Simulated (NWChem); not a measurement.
System: CH4Cl2SSi; SMILES CS[SiH](Cl)Cl

NWChem input:

```
start job
memory heap 200 mb stack 900 mb global 1100 mb
geometry units angstroms noautosym nocenter noautoz
  Si     0.021637    -0.343417     0.461250
  Cl     1.946123    -0.375323    -0.286724
  Cl    -0.966486    -2.059626    -0.072214
  S     -1.091493     1.256296    -0.362979
  C     -0.023754     2.655377     0.122951
  H      0.149683    -0.289834     1.938324
  H     -0.475468     3.551717    -0.322069
  H      0.008200     2.779407     1.214435
  H      0.992199     2.530084    -0.275612
end
basis spherical
  * library pcsseg-1
end
dft
  xc kt2
  iterations 150
end
property
  shielding
end
task dft property
```

Coordinates come from a PBE0/def2-SVP optimisation.

GIAO values for the isolated, static molecule; σ is the absolute isotropic shielding, δ = σ(reference) − σ with the isolated reference molecule computed at the same levels (13C: tetramethylsilane, 1H: tetramethylsilane, 29Si: tetramethylsilane).

Atoms are numbered as in the input.

**Question.** Give the results of this calculation. (KT2/pcSseg-1, GIAO.) Quantities: δ Si1 (ppm); σ Cl2 (ppm); σ Cl3 (ppm); σ S4 (ppm); δ C5 (ppm); δ H6 (ppm); δ H7 (rotor mean) (ppm).

**Answer.** 
```yaml
"δ Si1 (ppm)": 29.1
"σ Cl2 (ppm)": 813.1
"σ Cl3 (ppm)": 843.3
"σ S4 (ppm)": 592.7
"δ C5 (ppm)": 14.3
"δ H6 (ppm)": 6.46
"δ H7 (rotor mean) (ppm)": 2.06
```
